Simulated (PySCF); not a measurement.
An unknown is described by computed data only.

Formula: C4H16N2OSi2.

- Dipole: 1.45 D [PBE0/pcSseg-1]
- 1H NMR: chemical shifts (computed TMS as zero) by class: 4.71 (1 H), 3.33 (2 H), 0.58 (4 H), 0.02 (9 H) ppm [GIAO PBE0/pcSseg-1]
- 13C NMR: chemical shifts (computed TMS as zero) by class: 56.9 (1 C), -0.5 (3 C) ppm [GIAO PBE0/pcSseg-1]
- Rotational structure: rotational constants A, B, C: 1.825, 0.559, 0.541 GHz [GFN2-xTB]
- NMR, other nuclei: isotropic shieldings of nuclei other than C and H, by class: 248 (2 N), 323 (1 O), 334 (1 Si), 377 (1 Si) ppm [GIAO PBE0/pcSseg-1]

The electronic properties come from PySCF, for the isolated species, density fitting. Levels stand in brackets. Isolated species at its GFN2-xTB geometry (one conformer only). Each NMR value is the plain mean over a class of atoms that symmetry, rotation or inversion makes alike.

Problem. Propose a structure and show how it fits.

Solution. Numbering: `[CH3:1][Si:2]([CH3:3])([CH3:4])[O:5][CH2:6][SiH:7]([NH2:8])[NH2:9]`. Its formula, C4H16N2OSi2, gives 0 degrees of unsaturation, so no ring and no π bond. 4 carbons fall into 2 classes; from least to most shielded: sp3 carbon bound to oxygen [C6] (56.9 ppm), Si-methyl carbon [C1/C3/C4] (-0.5 ppm, 3 C, up to 2.6 ppm apart in this geometry). Hydrogen classes from least to most shielded: 1 H on an SiH silicon, Si7 (4.71 ppm), 2 H on an sp3 carbon bound to oxygen, C6 (3.33 ppm), 4 H on 2 silicon-bound nitrogens, N8/N9 (0.58 ppm, a mean of values up to 0.8 ppm apart in this geometry), 9 H on 3 Si-methyl carbons, C1/C3/C4 (0.02 ppm, a mean of values up to 0.7 ppm apart in this geometry). The other shieldings belong to: 248 ppm, silicon-bound nitrogen [N8/N9]; 323 ppm, silyl ether oxygen [O5]; 334 ppm, oxygen-bound silicon [Si2]; 377 ppm, SiH silicon [Si7]. The optimised geometry has point group C1 and is an asymmetric top. Structure: `C[Si](C)(C)OC[SiH](N)N`. Computed isomers that give other values at the same levels: `CC(C)N[Si@@](C)(N)O[SiH3]` (13C chemical shifts (computed TMS as zero) by class: 45.6 (1 C), 30.8 (1 C), 29.7 (1 C), -0.7 (1 C) ppm); `CC(C)O[Si@H](C)[SiH](N)N` (13C chemical shifts (computed TMS as zero) by class: 68.5 (1 C), 28.2 (1 C), 24.9 (1 C), -2.3 (1 C) ppm); `C[Si@](N)(O)NCCC[SiH3]` (13C chemical shifts (computed TMS as zero) by class: 49.1 (1 C), 37.1 (1 C), 9.4 (1 C), -0.1 (1 C) ppm). The assignments are read from this structure; whether some other isomer fits the data as well wasn't checked.
